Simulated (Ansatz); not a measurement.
Method: r2SCAN-D4/def2-TZVP in Ansatz (a first-principles code). No frequencies were computed at this level.

Ansatz 0.2 input:
```yaml
crystal:
  periodic: [false, false, false]
  atoms:
    - { symbol: F, position_ang: [-0.964883, -0.442651, 1.227508] }
    - { symbol: Si, position_ang: [-0.121332, 0.012343, -0.018858] }
    - { symbol: F, position_ang: [-0.622398, -0.843998, -1.238546] }
    - { symbol: F, position_ang: [-0.526896, 1.501743, -0.31758] }
    - { symbol: I, position_ang: [2.235509, -0.227437, 0.347476] }
basis:
  gaussian: { orbitals: def2-tzvp }
hamiltonian:
  xc: r2scan
  dispersion: d4
relax:
  max_steps: 150
```

Output:

```
Functional definition: r2SCAN
1087 factors; their error is unknown
mean field evaluation 1: about -24135.2390 eV, gradient 5.6e1 eV
mean field evaluation 2: about -24125.9621 eV, gradient 9.9e1 eV
mean field evaluation 4: about -24139.2518 eV, gradient 2.1e0 eV
mean field evaluation 8: about -24139.2444 eV, gradient 1.6e-1 eV
mean field evaluation 16: about -24139.2444 eV, gradient 3.5e-5 eV
mean field -24139.24440712 eV, -887.1008697940 hartree, gradient 3.5e-5 eV, S^2 0.000000; 0 other end points of the search recorded, 0 dependent functions left out
reference -24139.24441620 eV, -887.1008701279 hartree; 33, 33 occupied and 147, 147 virtual orbitals, 1087 factors
relax step   1: F+E_penalty+E_count = -24139.27608796 eV  Δ(F+E_penalty+E_count) = +0.000e0 eV  max|allowed force component| = 2.629e-1 eV/Å  Δτ_max = 0.0000 Å  (29 SCF iters, accepted)
these checks for a lower state are left out or cut short: starts, cluster_reference, orbital_swaps, neighbouring_geometries, increment
1087 factors; their error is unknown
mean field -24139.25254463 eV, -887.1011688419 hartree, gradient 6.6e-6 eV, S^2 0.000000; 0 other end points of the search recorded, 0 dependent functions left out
reference -24139.25255373 eV, -887.1011691764 hartree; 33, 33 occupied and 147, 147 virtual orbitals, 1087 factors
relax step   2: F+E_penalty+E_count = -24139.28428440 eV  Δ(F+E_penalty+E_count) = -8.196e-3 eV  max|allowed force component| = 3.315e-1 eV/Å  Δτ_max = 0.0288 Å  (31 SCF iters, accepted)
these checks for a lower state are left out or cut short: starts, cluster_reference, orbital_swaps, neighbouring_geometries, increment
1087 factors; their error is unknown
mean field evaluation 32: about -24139.2549 eV, gradient 6.7e-6 eV
mean field -24139.25491219 eV, -887.1012558482 hartree, gradient 6.7e-6 eV, S^2 0.000000; 0 other end points of the search recorded, 0 dependent functions left out
reference -24139.25492129 eV, -887.1012561827 hartree; 33, 33 occupied and 147, 147 virtual orbitals, 1087 factors
relax step   3: F+E_penalty+E_count = -24139.28665078 eV  Δ(F+E_penalty+E_count) = -2.366e-3 eV  max|allowed force component| = 1.200e-1 eV/Å  Δτ_max = 0.0080 Å  (31 SCF iters, accepted)
these checks for a lower state are left out or cut short: starts, cluster_reference, orbital_swaps, neighbouring_geometries, increment
1087 factors; their error is unknown
mean field -24139.25515269 eV, -887.1012646867 hartree, gradient 6.8e-6 eV, S^2 0.000000; 0 other end points of the search recorded, 0 dependent functions left out
reference -24139.25516180 eV, -887.1012650213 hartree; 33, 33 occupied and 147, 147 virtual orbitals, 1087 factors
relax step   4: F+E_penalty+E_count = -24139.28689023 eV  Δ(F+E_penalty+E_count) = -2.395e-4 eV  max|allowed force component| = 1.740e-2 eV/Å  Δτ_max = 0.0033 Å  (33 SCF iters, accepted)
these checks for a lower state are left out or cut short: starts, cluster_reference, orbital_swaps, neighbouring_geometries, increment
1087 factors; their error is unknown
mean field -24139.25516178 eV, -887.1012650207 hartree, gradient 5.5e-5 eV, S^2 0.000000; 0 other end points of the search recorded, 0 dependent functions left out
reference -24139.25517089 eV, -887.1012653553 hartree; 33, 33 occupied and 147, 147 virtual orbitals, 1087 factors
relax step   5: F+E_penalty+E_count = -24139.28690031 eV  Δ(F+E_penalty+E_count) = -1.008e-5 eV  max|allowed force component| = 2.718e-4 eV/Å  Δτ_max = 0.0004 Å  (22 SCF iters, accepted)
1087 factors; their error is unknown
mean field evaluation 64: about -24139.2552 eV, gradient 2.4e-5 eV
mean field -24139.25516178 eV, -887.1012650207 hartree, gradient 5.5e-5 eV, S^2 0.000000; 1 other end points of the search recorded, 0 dependent functions left out
reference -24139.25517089 eV, -887.1012653553 hartree; 33, 33 occupied and 147, 147 virtual orbitals, 1087 factors
Total energy: -24139.28690942 eV, -887.1024317247 hartree
Atom 0 at    -0.952413    -0.448549     1.241237 Å, force    -0.000178    -0.000087     0.000240 eV/Å
Atom 1 at    -0.138471     0.014092    -0.021536 Å, force     0.000214    -0.000005    -0.000010 eV/Å
Atom 2 at    -0.607025    -0.853336    -1.245934 Å, force    -0.000097    -0.000166    -0.000211 eV/Å
Atom 3 at    -0.510705     1.512500    -0.317079 Å, force    -0.000079     0.000272    -0.000039 eV/Å
Atom 4 at     2.208614    -0.224707     0.343312 Å, force     0.000140    -0.000014     0.000021 eV/Å
Dipole moment:     0.230881    -0.023484     0.035873 e Å
```

Cost: very roughly 40 core-seconds.
